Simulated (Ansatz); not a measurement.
Consider the formal loss of a carbene: `FCC(F)(F)C(F)(F)F` → `FC(F)C(F)(F)F` + `[CH]F`.

Calculated with Ansatz (gas phase, PBE0-D4/def2-TZVP geometries, no zero-point term in ΔE). CCSD(T)/CBS adds triple-zeta CCSD(T) − MP2 to the extrapolated MP2 energy (def2 sets, frozen cores). This one scheme is used for every species. Functionals use def2-TZVPP. Each species was taken in one conformer, which may not be the lowest.

`FCC(F)(F)C(F)(F)F`:

Cartesian coordinates in Å:
```
F -0.469 0.449 2.341
C 0.218 -0.069 1.282
C -0.490 0.321 -0.001
F -0.555 1.661 -0.114
F -1.748 -0.158 -0.009
C 0.225 -0.220 -1.258
F -0.423 0.130 -2.356
F 0.295 -1.550 -1.206
F 1.466 0.261 -1.320
H 1.233 0.334 1.274
H 0.246 -1.158 1.365
```

`FC(F)C(F)(F)F`:

Cartesian coordinates in Å:
```
F 0.008 -1.614 -0.674
C 0.433 -0.637 0.142
F 1.708 -0.344 -0.154
C -0.431 0.611 -0.084
F -1.700 0.333 0.205
F -0.360 1.031 -1.339
F -0.020 1.589 0.721
H 0.362 -0.969 1.183
```

`[CH]F`:

Cartesian coordinates in Å:
```
C 0.482 -0.080 0.144
F -0.505 -0.863 -0.177
H 0.023 0.943 0.032
```

```json
{"level": "revPBE-D4", "ΔE (kJ/mol)": "372.9", "difference from CCSD(T)/CBS": "0.8"}
{"level": "ωB97M-V", "ΔE (kJ/mol)": "372.7", "difference from CCSD(T)/CBS": "0.6"}
{"level": "r2SCAN", "ΔE (kJ/mol)": "393.6", "difference from CCSD(T)/CBS": "21.5"}
{"level": "PBE0", "ΔE (kJ/mol)": "387.9", "difference from CCSD(T)/CBS": "15.8"}
{"level": "RPA@PBE/def2-TZVPP", "ΔE (kJ/mol)": "341.7", "difference from CCSD(T)/CBS": "-30.4"}
{"level": "CCSD/def2-SVP", "ΔE (kJ/mol)": "372.8", "difference from CCSD(T)/CBS": "0.7"}
{"level": "MP2/def2-TZVPP", "ΔE (kJ/mol)": "392.0", "difference from CCSD(T)/CBS": "19.9"}
{"level": "CCSD/def2-TZVPP", "ΔE (kJ/mol)": "363.5", "difference from CCSD(T)/CBS": "-8.6"}
{"level": "MP2/CBS(def2)", "ΔE (kJ/mol)": "397.4", "difference from CCSD(T)/CBS": "25.3"}
{"level": "CCSD/CBS(def2)", "ΔE (kJ/mol)": "368.9", "difference from CCSD(T)/CBS": "-3.2"}
{"level": "CCSD(T)/CBS", "ΔE (kJ/mol)": "372.1", "difference from CCSD(T)/CBS": "0"}
```

(1) What do rigid-rotor, harmonic-oscillator terms from PBE0-D4/def2-TZVP frequencies (298.15 K, 1 bar) make of the CCSD(T)/CBS value? (An estimate is asked.)

Largest T1 diagnostic among the species: 0.018.

## Answers

(1) The calculation gave: ΔZPE = -20.3 kJ/mol, ΔH = +356.1 kJ/mol, ΔS = 176 J/(mol·K), ΔG = +303.5 kJ/mol.

From PBE to PBE0 (25 % exact exchange), in def2-TZVPP and without D4, ΔE moves by +10.6 kJ/mol. In def2-TZVPP, CCSD(T) changes the Hartree–Fock value by +42.2 kJ/mol (the triples alone add +3.2 kJ/mol) and MP2 by +67.5 kJ/mol.
